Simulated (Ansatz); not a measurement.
B (SMILES [B-]), charge -1, triplet (a gas-phase anion, which may not be bound at this level).

Here is a job for Ansatz (a program for electronic structure).
Ansatz 0.2 input:
```yaml
crystal:
  periodic: [false, false, false]
  atoms:
    - {symbol: B, position_ang: [0.00000000, 0.00000000, 0.00000000]}
basis:
  gaussian:
    orbitals: STO-3G
hamiltonian:
  xc: pbe0
total_charge: -1
magnetization: {spin_polarized: true, initial_magnetization: 2}
accuracy: high
```

What does this run give for the number of basis functions, total energy, <S^2>?


| Quantity | Result |
|---|---|
| number of basis functions | 5 |
| total energy | -23.969377 Ha |
| <S^2> | 2.000 |

A gas-phase anion may not be bound at this level; its values then depend on the basis.
